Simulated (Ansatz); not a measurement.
Consider the cleavage of the B–In bond: `[OH][InH][B](Cl)Cl` + H–F → `FB(Cl)Cl` + `[OH][InH2]`.

Calculated with Ansatz (gas phase, PBE0-D4/def2-TZVP geometries, no zero-point term in ΔE). CCSD(T)/CBS adds triple-zeta CCSD(T) − MP2 to the extrapolated MP2 energy (def2 sets, frozen cores). This one scheme is used for every species. DFT in def2-TZVPP. HSE06 is defined as in plane-wave codes. def2 core potentials past Kr. For In outer-core shells are correlated without core-valence functions, which leaves a few kJ/mol of doubt a bond. Each species was taken in one conformer, which may not be the lowest.

| level | ΔE (kJ/mol) | difference from CCSD(T)/CBS |
| --- | --- | --- |
| LDA (SPW92) | -143.1 | -15.5 |
| PBE-QIDH | -138.9 | -11.3 |
| BLYP | -147.1 | -19.5 |
| PBE0 | -139.7 | -12.1 |
| HSE06 | -139.4 | -11.8 |
| CCSD(T)/def2-SVP | -165.2 | -37.6 |
| HF/def2-TZVPP | -170.9 | -43.3 |
| MP2/def2-TZVPP | -131.4 | -3.8 |
| MP2/def2-QZVPP | -126.5 | 1.1 |
| HF/CBS(def2) | -171.6 | -44.0 |
| CCSD(T)/CBS | -127.6 | 0 |

Largest T1 diagnostic among the species: 0.017.

In def2-TZVPP, CCSD(T) changes the Hartree–Fock value by +34.5 kJ/mol (the triples alone add +4.7 kJ/mol) and MP2 by +39.5 kJ/mol. At CCSD(T), def2-SVP lies −37.6 kJ/mol from the extrapolated value and def2-TZVPP −8.8 kJ/mol.
